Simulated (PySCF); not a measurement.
**Ru²⁺: excitation energy**

Ru²⁺ [Kr] 4d6 (5D) → Ru²⁺ [Kr] 4d5 5s1 (7S), as a difference of total energies. All numbers are calculated (PySCF 2.14, scalar relativity by spin-free X2C-1e, in aug-cc-pVTZ-DK (9s8p6d3f2g, 102 functions)). Correlated levels: valence: [Kr] frozen. The calculations carry no spin-orbit coupling.

```
           method  excitation energy (cm⁻¹)
              UHF                     20337
    MP2 (valence)                     25507
SCS-MP2 (valence)                     30646
   CCSD (valence)                     25314
CCSD(T) (valence)                     25514
```

A first-order spin-orbit estimate (lowest level to lowest level, LS coupling) adds 0.143 eV.
